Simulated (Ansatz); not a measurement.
`C[Si](C)(O)Cl` + `[SH][K]` → `C[S][K]` + `C[SiH](O)Cl`  (substitution at a C–Si bond)

Program: Ansatz. Geometries: PBE0-D4/def2-TZVP. ΔE: electronic, gas phase. CCSD(T)/CBS is the MP2 limit (def2-TZVPP, def2-QZVPP) plus CCSD(T) − MP2 in def2-TZVPP, frozen cores. DFT in def2-TZVPP. HSE06 is defined as in plane-wave codes. For K outer-core shells are correlated without core-valence functions, which leaves a few kJ/mol of doubt a bond. Scalar relativity is left out up to krypton. Each species was taken in one conformer, which may not be the lowest.

`C[Si](C)(O)Cl`:

Z-matrix (Å, degrees):
```
C
Si 1 1.856
H 1 1.093 2 110.3
H 1 1.092 2 110.8 3 120.1
H 1 1.093 2 111.1 3 -120.1
C 2 1.848 1 113.8 3 -60.9
O 2 1.641 1 112.2 3 60.2
Cl 2 2.076 1 106.6 3 178.9
H 6 1.092 2 110.4 1 -177.5
H 6 1.092 2 110.9 1 -57.3
H 6 1.093 2 110.2 1 62.8
H 7 0.958 2 118.0 1 66.0
```

`[SH][K]`:

```xyz
3

S     0.840    0.008    0.543
K    -1.510   -1.195   -0.464
H     0.670    1.187   -0.079
```

`C[S][K]`:

Cartesian coordinates in Å:
```
C 0.092 -0.415 -0.612
S 0.895 0.546 0.707
K -0.782 1.748 2.613
H 0.855 -0.824 -1.280
H -0.578 0.202 -1.216
H -0.482 -1.256 -0.213
```

`C[SiH](O)Cl`:

```xyz
9

C     0.835   -0.839   -0.107
Si   -0.647    0.202    0.281
O    -1.083    1.190   -0.949
Cl   -0.196    1.326    1.954
H     1.065   -1.501    0.731
H     0.644   -1.452   -0.991
H     1.713   -0.218   -0.298
H    -1.849   -0.598    0.586
H    -0.483    1.891   -1.208
```

| level | ΔE (eV) |
| --- | --- |
| HSE06-D4 | 0.99 |
| BHLYP-D4 | 1.00 |
| ωB97X-V | 0.98 |
| CAM-B3LYP | 0.98 |

Problem. What does CCSD(T)/CBS give? (Estimate.)

Solution. Computed: +1.00 eV. The listed levels differ from it by -0.01, 0.00, -0.02, -0.02 eV.

Largest T1 diagnostic among the species: 0.010.

From BLYP to BHLYP (50 % exact exchange), in def2-TZVPP and without D4, ΔE moves by +0.08 eV. At CCSD(T), def2-SVP lies −0.06 eV from the extrapolated value and def2-TZVPP +0.00 eV. Leaving LDA and LC-ωPBE aside and taking each functional with its dispersion term where it has one, the values, not all of them listed here, spread over 0.11 eV, from revPBE-D4 to B97M-V. LDA lies +0.09 eV from PBE without D4.
